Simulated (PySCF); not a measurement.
C₄H₉B. Atoms are numbered in the order given.

```xyz
14

B     -0.6951     0.7584     0.5797
H     -1.3598     1.6311     1.1071
C      0.8425     1.0512     0.4968
C      1.8248     0.1130    -0.1905
H      1.1106     1.1604     1.5707
H      0.9605     2.0881     0.1275
H      1.6757     0.0958    -1.2817
H      1.7221    -0.9223     0.1702
H      2.8685     0.4186    -0.0177
C     -1.4635    -0.5142     0.1256
C     -1.0747    -1.3444    -0.8581
H     -2.4503    -0.7075     0.5678
H     -1.7038    -2.1727    -1.2042
H     -0.1228    -1.2172    -1.3809
```

The structure is a stationary point at PBE0-D3(BJ)/def2-SVP. The structure was generated by enumeration, and PubChem lists no compound with its InChIKey, so it may never have been made. The values are those of a single conformer.

Computed with TDA-PBE/def2-SVPD in PySCF.

Vertical excitations. The molecule is in vacuum.

| state | energy (eV) | λ (nm) | f | main pairs |
|---|---|---|---|---|
| S1 | 4.50 | 275 | 0.006 | HOMO→LUMO 58 %, HOMO−1→LUMO 33 %, HOMO−2→LUMO 9 % |
| S2 | 4.82 | 257 | 0.009 | HOMO−2→LUMO 49 %, HOMO−1→LUMO 45 % |
| S3 | 5.80 | 214 | 0.133 | HOMO−3→LUMO 65 %, HOMO−2→LUMO 14 % |
| S4 | 6.02 | 206 | 0.125 | HOMO−3→LUMO 31 %, HOMO−2→LUMO 19 %, HOMO→LUMO 17 %, HOMO−1→LUMO 10 % |
| S5 | 6.43 | 193 | 0.024 | HOMO−4→LUMO 89 % |
| S6 | 6.81 | 182 | 0.049 | HOMO→LUMO+1 86 % |
| S7 | 7.00 | 177 | 0.007 | HOMO−5→LUMO 83 %, HOMO−1→LUMO+1 13 % |
| S8 | 7.06 | 176 | 0.017 | HOMO−1→LUMO+1 71 %, HOMO−5→LUMO 14 % |
| S9 | 7.27 | 171 | 0.031 | HOMO−2→LUMO+1 74 %, HOMO→LUMO+2 16 % |
| S10 | 7.35 | 169 | 0.004 | HOMO−6→LUMO 70 %, HOMO−2→LUMO+1 16 % |
| T1 | 3.63 | 341 | 0 | HOMO→LUMO 75 %, HOMO−1→LUMO 14 % |
| T2 | 4.21 | 294 | 0 | HOMO−1→LUMO 80 %, HOMO→LUMO 18 % |
| T3 | 4.41 | 281 | 0 | HOMO−2→LUMO 89 % |
| T4 | 5.55 | 223 | 0 | HOMO−3→LUMO 99 % |
Triplets are in the Tamm–Dancoff approximation.
